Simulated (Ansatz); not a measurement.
Geometry optimisation, RKS B3LYP-D4/def2-SVP (Ansatz 0.2.0).

Input file:

```yaml
crystal:
  periodic: [false, false, false]
  atoms:
    - { symbol: W, position_ang: [0.0, 0.0, 0.0] }
    - { symbol: F, position_ang: [0.0, 0.0, 2.2] }
    - { symbol: Cl, position_ang: [2.39, 0.0, 0.0] }
    - { symbol: Cl, position_ang: [0.0, 2.39, 0.0] }
    - { symbol: Cl, position_ang: [-2.39, 0.0, 0.0] }
    - { symbol: Cl, position_ang: [0.0, -2.39, 0.0] }
    - { symbol: H, position_ang: [0.0, 0.0, -1.72] }
    - { symbol: H, position_ang: [1.3275, 1.3829, 0.637] }
    - { symbol: H, position_ang: [0.9769, 1.0177, 1.6302] }
basis:
  gaussian: { orbitals: def2-SVP }
hamiltonian:
  xc: b3lyp
  dispersion: d4
relax:
  f_tol: 0.15
  max_steps: 25
  restrain:
    - { distance: [0, 7], at: 1.72, k: 30.0 }
    - { distance: [8, 1], at: 0.92, k: 30.0 }
    - { distance: [0, 1], at: 3.05, k: 30.0 }
    - { distance: [8, 7], at: 1.86, k: 30.0 }
output:
  orbitals: {}
```

Launched with:

```bash
$ ansatz run input.yaml --threads 4 --pin off --max-ram 5120MiB --backend cpu --events-out ev --progress --plain --runs-dir out
```

Problem. Where does it end, and by what steps?

Solution. The forces met the threshold. The restraints hold the end off the free minimum; the threshold counts their pulls, which the force column leaves out. Restrained pairs: W1–H8 (2.02 → 1.71 Å), F2–H9 (1.52 → 0.93 Å), W1–F2 (2.20 → 3.04 Å), H8–H9 (1.11 → 1.86 Å). After 15 steps the energy has fallen by 3.783 eV (the restraints' own energy left out); Cl3 moved furthest, 1.40 Å.

```csv
step,energy less start (eV),largest force component (eV/Å),accepted
0,0.0000,3.196,yes
1,-0.1881,3.084,yes
2,-1.0337,3.862,yes
3,-1.8275,1.971,yes
4,-2.3379,0.962,yes
5,-2.8241,1.383,yes
6,-3.2147,1.334,yes
7,-3.4789,0.933,yes
8,-3.5964,0.375,yes
9,-3.6190,0.615,yes
10,-3.6313,0.719,yes
11,-3.6774,0.673,yes
12,-3.7095,1.364,yes
13,-3.7695,0.332,yes
14,-3.7580,0.773,no
15,-3.7832,0.296,yes
```

```xyz
9
Properties=species:S:1:pos:R:3
W 0.200 0.111 -0.289
F -0.291 0.560 2.681
Cl 2.213 -0.350 -1.343
Cl -0.135 2.393 -0.148
Cl -2.091 -0.155 -0.370
Cl 0.383 -1.974 0.693
H 0.054 0.518 -1.906
H 1.343 0.677 0.854
H 0.629 0.620 2.575
```

Run time: 25 s on 4 threads of AMD EPYC 9R45 96-Core Processor (Zen 5) (shared host), peak memory 0.42 GiB.
